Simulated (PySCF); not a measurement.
## Fractional electron number in Sn²⁺ (tin, charge +2)

The 5s beta orbital of [Kr] 4d10 5s2 is emptied in steps (occupation f), with all orbitals relaxed, ending at [Kr] 4d10 5s1. Computed with PySCF 2.14 in def2-TZVP with the def2 core potential (28 electrons), with scalar relativity through the core potential. The exact energy is a straight line in f; departures are measured from the line between the end points of the same method.

| f | UHF (eV) | LDA (eV) | PBE (eV) | PBE0 (eV) | r2SCAN (eV) | LC-wPBE (eV) | BHandHLYP (eV) | wB97X (eV) | r2SCAN0 (eV) | BLYP (eV) |
| --- | --- | --- | --- | --- | --- | --- | --- | --- | --- | --- |
| 1 | 0.000 | 0.000 | 0.000 | 0.000 | 0.000 | 0.000 | 0.000 | 0.000 | 0.000 | 0.000 |
| 0.9 | 0.022 | -0.421 | -0.417 | -0.304 | -0.368 | -0.049 | -0.208 | -0.093 | -0.270 | -0.426 |
| 0.7 | 0.051 | -0.982 | -0.977 | -0.710 | -0.857 | -0.117 | -0.488 | -0.211 | -0.626 | -0.998 |
| 0.5 | 0.059 | -1.169 | -1.167 | -0.847 | -1.014 | -0.143 | -0.586 | -0.240 | -0.740 | -1.193 |
| 0.3 | 0.049 | -0.981 | -0.983 | -0.712 | -0.848 | -0.125 | -0.498 | -0.187 | -0.618 | -1.007 |
| 0.1 | 0.020 | -0.420 | -0.421 | -0.305 | -0.362 | -0.055 | -0.217 | -0.066 | -0.263 | -0.434 |
| 0 | 0.000 | 0.000 | 0.000 | 0.000 | 0.000 | 0.000 | 0.000 | 0.000 | 0.000 | 0.000 |

| method | E(f=0) − E(f=1) (eV) | −ε at f=1 (eV) | −ε at f=0.5 (eV) |
| --- | --- | --- | --- |
| UHF | 28.536 | 28.786 | 28.530 |
| LDA | 31.301 | 26.630 | 31.304 |
| PBE | 30.807 | 26.176 | 30.789 |
| PBE0 | 30.436 | 27.064 | 30.429 |
| r2SCAN | 30.473 | 26.375 | 30.514 |
| LC-wPBE | 30.283 | 29.730 | 30.258 |
| BHandHLYP | 30.283 | 27.980 | 30.255 |
| wB97X | 30.572 | 29.530 | 30.639 |
| r2SCAN0 | 30.273 | 27.269 | 30.309 |
| BLYP | 30.954 | 26.226 | 30.928 |

Orbital energy along the path (eV):

```json
{"f": "1", "UHF": "-28.786", "LDA": "-26.630", "PBE": "-26.176", "PBE0": "-27.064", "r2SCAN": "-26.375", "LC-wPBE": "-29.730", "BHandHLYP": "-27.980", "wB97X": "-29.530", "r2SCAN0": "-27.269", "BLYP": "-26.226"}
{"f": "0.9", "UHF": "-28.731", "LDA": "-27.561", "PBE": "-27.090", "PBE0": "-27.733", "r2SCAN": "-27.204", "LC-wPBE": "-29.840", "BHandHLYP": "-28.429", "wB97X": "-29.755", "r2SCAN0": "-27.881", "BLYP": "-27.157"}
{"f": "0.7", "UHF": "-28.627", "LDA": "-29.430", "PBE": "-28.930", "PBE0": "-29.077", "r2SCAN": "-28.856", "LC-wPBE": "-30.050", "BHandHLYP": "-29.335", "wB97X": "-30.205", "r2SCAN0": "-29.098", "BLYP": "-29.034"}
{"f": "0.5", "UHF": "-28.530", "LDA": "-31.304", "PBE": "-30.789", "PBE0": "-30.429", "r2SCAN": "-30.514", "LC-wPBE": "-30.258", "BHandHLYP": "-30.255", "wB97X": "-30.639", "r2SCAN0": "-30.309", "BLYP": "-30.928"}
{"f": "0.3", "UHF": "-28.438", "LDA": "-33.175", "PBE": "-32.669", "PBE0": "-31.791", "r2SCAN": "-32.098", "LC-wPBE": "-30.493", "BHandHLYP": "-31.198", "wB97X": "-31.025", "r2SCAN0": "-31.461", "BLYP": "-32.845"}
{"f": "0.1", "UHF": "-28.353", "LDA": "-35.036", "PBE": "-34.559", "PBE0": "-33.153", "r2SCAN": "-33.702", "LC-wPBE": "-30.766", "BHandHLYP": "-32.190", "wB97X": "-31.285", "r2SCAN0": "-32.626", "BLYP": "-34.799"}
{"f": "0", "UHF": "-28.312", "LDA": "-35.961", "PBE": "-35.472", "PBE0": "-33.799", "r2SCAN": "-34.468", "LC-wPBE": "-30.902", "BHandHLYP": "-32.718", "wB97X": "-31.083", "r2SCAN0": "-33.176", "BLYP": "-35.796"}
```

As f goes to zero the orbital energy of a semilocal functional can turn back, because the density of that orbital vanishes from the exchange-correlation potential.

Reference removal energy between the ground levels: 30.506 eV (measured; NIST Atomic Spectra Database, ionization energies). UHF lacks correlation.
